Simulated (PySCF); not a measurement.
C5H9BO2.
SMILES: `[C@@H](CC)(C#C)B(O)O`

Torsions of this conformer, `[CH:1]#[C:2][C@@H:3]([CH2:4][CH3:5])[B:6]([OH:7])[OH:8]`: C2–C3–C4–C5 -168°, C2–C3–B6–O7 -10°, H–O7–B6–C3 2°, H–O8–B6–C3 179°.

The closed-shell ground state was solved at several levels (PySCF, density fitting, gas phase, non-relativistic). One conformer (not necessarily the lowest) at the PBE0-D3(BJ)/def2-SVP geometry, without solvent, vibrations or thermal averaging.

| level | basis functions | total energy (Eh) | HOMO (eV) | LUMO (eV) | gap (eV) | dipole (D) |
| --- | --- | --- | --- | --- | --- | --- |
| B3LYP/pcSseg-1 | 181 | -371.2780 | -7.54 | 0.47 | 8.01 | 0.59 |
| PBE0/pcSseg-1 | 181 | -370.8274 | -7.79 | 0.73 | 8.52 | 0.59 |
| B3LYP/pcJ-1 | 306 | -371.3312 | -7.55 | 0.48 | 8.03 | 0.62 |

(1) What might B3LYP/def2-SVPD (238 basis functions) give for the same quantities?

(2) Over all these levels, which gives the widest orbital gap and which the narrowest?

(3) How much does the basis alone move the frontier levels among the 3 B3LYP rows (the withheld one included)?

(4) How far do the dipole and the HOMO energy spread over the levels?

Results:

(1) Total energy -371.0622 Eh, HOMO -7.58 eV, LUMO -0.17 eV, gap 7.41 eV, dipole 0.47 D.

(2) PBE0/pcSseg-1 (global hybrid, 25 % exact exchange) has the widest, 8.52 eV, and B3LYP/def2-SVPD (global hybrid, 20 % exact exchange) the narrowest, 7.41 eV. Functional and basis both differ between the two, so the spread mixes both effects.

(3) The HOMO by 0.04 eV and the LUMO by 0.65 eV. By rising basis size (HOMO, LUMO in eV): pcSseg-1 -7.54, 0.47; def2-SVPD -7.58, -0.17; pcJ-1 -7.55, 0.48.

(4) The dipole runs from 0.47 to 0.62 D (mean 0.57 D) and the HOMO from -7.79 to -7.54 eV.
